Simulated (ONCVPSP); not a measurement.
# W (Z = 74), ONCV: configuration errors across variants

tungsten, optimised norm-conserving Vanderbilt (ONCV), made with ONCVPSP 4.0.1 (PBEsol, non-relativistic). Core [Kr] 4d10 4f14, reference 5s2 5p6 5d4 6s2. Waves: 5s+6s: rc 2.05 bohr, ncon 4, nbas 9, qcut 4.6 1/bohr, 2 projectors; 5p: rc 1.65 bohr, ncon 4, nbas 8, qcut 8.9 1/bohr, 2 projectors, debl 2 Ha; 5d: rc 1.70 bohr, ncon 4, nbas 8, qcut 6.4 1/bohr, 1 projector; f scattering state at 0.04 Ha: rc 1.65 bohr, ncon 3, nbas 7, qcut 7.3 1/bohr, 2 projectors, debl 2.4 Ha. Local part: polynomial inside 1.55 bohr (lpopt 1, dvloc0 1 Ha). Core correction: Teter function, parameters optimised by the program.

All-electron excitation energies from the reference (eV): (1) 5s2 5p6 5d4 6s1 7.694; (2) 5s2 5p6 5d4 6s0 21.570; (3) 5s2 5p6 5d3 6s0 47.734; (4) 5s2 5p6 5d3 6s2 6p1 5.431.

A true bound ghost makes a file unfit for plane-wave use even where its test errors are small: the radial tests pick states by their node count and pass the ghost by.

Errors AE − PS in meV (a dash: test not solved or not reliable):

```csv
change,(1),(2),(3),(4),bound ghosts,GHOST(+) flags above zero
base,-1.3,-7.8,-6.4,-2.5,none,f
"local potential polynomial inside 1.55 bohr (lpopt 1, dvloc0 -2 Ha)",-1.3,-7.7,-6.0,-2.4,none,f
"local potential polynomial inside 1.55 bohr (lpopt 1, dvloc0 3 Ha)",-1.7,-8.4,-7.4,-4.7,s,f
"local potential polynomial inside 1.55 bohr (lpopt 1, dvloc0 4 Ha)",-1.3,-7.9,-7.2,-2.2,none,f
"local potential polynomial inside 1.55 bohr (lpopt 1, dvloc0 5.5 Ha)",-1.3,-7.9,-7.6,-2.6,f,none
"local potential polynomial inside 1.55 bohr (lpopt 1, dvloc0 7.5 Ha)",-1.3,-8.0,-7.9,-2.8,f,none
"local potential polynomial inside 1.55 bohr (lpopt 1, dvloc0 9 Ha)",-1.3,-7.9,-8.2,-2.8,f,p
```

(1) Give the same row for: local potential polynomial inside 1.55 bohr (lpopt 1, dvloc0 -1 Ha).

Results:

(1) -1.3, -7.7, -6.4, -2.4; bound ghosts: none; GHOST(+) flags above zero: f.
